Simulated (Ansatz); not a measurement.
A single Ge atom.

ROHF on triplet Ge was run in several spherical basis sets with Ansatz (development build ahead of 0.2.0).

Problem. Rank the basis sets by the total energy that they give, lowest first, with the distance from the lowest.
A. STO-3G
B. cc-pVDZ
C. cc-pVTZ
D. 6-31G
E. def2-SVP
F. aug-cc-pVDZ
G. 6-31G(d)
H. def2-TZVP

Solution. C (0.00 eV), H (1.09 eV), F (1.85 eV), B (1.88 eV), E (8.24 eV), G (8.84 eV), D (10.07 eV), A (645.48 eV).

Totals follow the description of the cores as much as that of the bonds, so this order isn't one of quality for chemistry.
